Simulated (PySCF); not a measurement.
# Electronic structure of Br³⁺ (bromine, charge +3) at the UHF level

Configuration: [Ar] 3d10 4s2 4p2, high-spin 3P determinant. All numbers are calculated (PySCF 2.14, scalar relativity through the core potential, in aug-cc-pVTZ-PP with one added diffuse shell each of s, d, f type with ECP10MDF (7s5p5d3f, 68 functions)).

* Total energy: -413.081595 hartree
* One-electron energy: -696.0985 hartree
* Hartree (Coulomb) energy: 311.8805 hartree
* Exchange energy: -28.8637 hartree
* ⟨S²⟩: 2.0068
* ⟨L²⟩: 2.020
* Sum of ⟨r⟩: 16.99 bohr
* Sum of ⟨r²⟩: 19.73 bohr²
* Traceless quadrupole moment −½Σ⟨3z² − r²⟩ along its main axis: 1.45 e·bohr²

| shell | electrons | mean orbital energy (hartree) | spread (hartree) | rms radius, mean of both spins (bohr) |
| --- | --- | --- | --- | --- |
| 3s α | 1 | -11.28049 | 0 | 0.589 |
| 3s β | 1 | -11.25520 | 0 | 0.589 |
| 3p α | 3 | -9.02400 | 0.00115 | 0.609 |
| 3p β | 3 | -8.99520 | 0.03454 | 0.609 |
| 3d α | 5 | -4.57223 | 0.01596 | 0.640 |
| 3d β | 5 | -4.55418 | 0.03255 | 0.640 |
| 4s α | 1 | -2.32895 | 0 | 1.67 |
| 4s β | 1 | -2.08325 | 0 | 1.67 |
| 4p α | 2 | -1.71355 | 0 | 1.89 |

Energies and moments cover only the electrons outside the core potential.
